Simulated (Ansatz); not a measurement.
Geometry optimisation, Ansatz, RKS PBE0-D4/def2-SVP.

The input (input.yaml):

```yaml
crystal:
  periodic: [false, false, false]
  atoms:
    - { symbol: O, position_ang: [-1.01767, 1.09426, 0.42373] }
    - { symbol: C, position_ang: [-0.92667, 0.96079, -0.7757] }
    - { symbol: S, position_ang: [0.14222, -0.18728, -1.45364] }
    - { symbol: Si, position_ang: [0.72249, -0.74909, 0.6075] }
    - { symbol: H, position_ang: [-1.50354, 1.54802, -1.49596] }
    - { symbol: H, position_ang: [-0.47355, -1.29928, 1.21683] }
    - { symbol: H, position_ang: [1.69917, -1.79241, 0.3016] }
    - { symbol: H, position_ang: [1.35755, 0.42499, 1.17565] }
basis:
  gaussian: { orbitals: def2-SVP }
hamiltonian:
  xc: pbe0
  dispersion: d4
relax:
  f_tol: 0.02
  max_steps: 50
```

Command:

```bash
$ ansatz run input.yaml --threads 2 --pin off --max-ram 3072MiB --backend cpu --events-out ev --progress --plain --runs-dir out
```

**Question.** Where does it end, and by what steps?

**Answer.** The forces met the threshold. After 7 steps the energy has fallen by 0.199 eV; O1 moved furthest, 0.30 Å.

```csv
step,energy less start (eV),largest force component (eV/Å),accepted
0,0.0000,1.187,yes
1,-0.1309,1.040,yes
2,0.2986,3.581,no
3,-0.1864,0.840,yes
4,-0.1959,0.432,yes
5,-0.1964,0.201,yes
6,-0.1984,0.049,yes
7,-0.1986,0.013,yes
```

```xyz
8
Properties=species:S:1:pos:R:3
O -1.221 1.305 0.350
C -1.017 1.057 -0.806
S 0.124 -0.167 -1.393
Si 0.785 -0.817 0.578
H -1.531 1.578 -1.645
H -0.356 -1.381 1.347
H 1.780 -1.881 0.266
H 1.436 0.307 1.303
```

The run took 20 s on 2 threads of Intel(R) Xeon(R) Platinum 8488C (Sapphire Rapids), on a shared host, peak memory 0.18 GiB.
